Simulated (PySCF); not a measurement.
**From a computed spectrum to the compound**

A species of 3 atoms with charge 0 has these harmonic modes (PBE0, small Gaussian bases with core potentials, PySCF 2.14.0):

```json
{"cm⁻¹": "183", "km/mol": "23.3", "symmetry": "a'"}
{"cm⁻¹": "559", "km/mol": "113.5", "symmetry": "a'"}
{"cm⁻¹": "839", "km/mol": "153.5", "symmetry": "a'"}
```

Task: Which species is it, and in which structure?

Result: ErOF (singlet in the valence; each metal's 4f electrons, 11 of them, lie in its core potential, out of spins and levels):
```xyz
3

Er    0.0394    0.0000   -0.1859
O     1.5336    0.0000    0.8382
F    -1.6354    0.0000    0.9183
```
Ideal gas at 298.15 K and 1 bar: S = 300.6 J/(mol K), Cp = 48.2 J/(mol K), H − H(0 K) = 12.1 kJ/mol (rigid rotor, harmonic modes, spin degeneracy alone, that of the 4f electrons in the core included). An lcecp potential fixes the number of 4f electrons, so in runs with it no electron can move into or out of that shell.
 The answer isn't unique; the calculation gave this one.
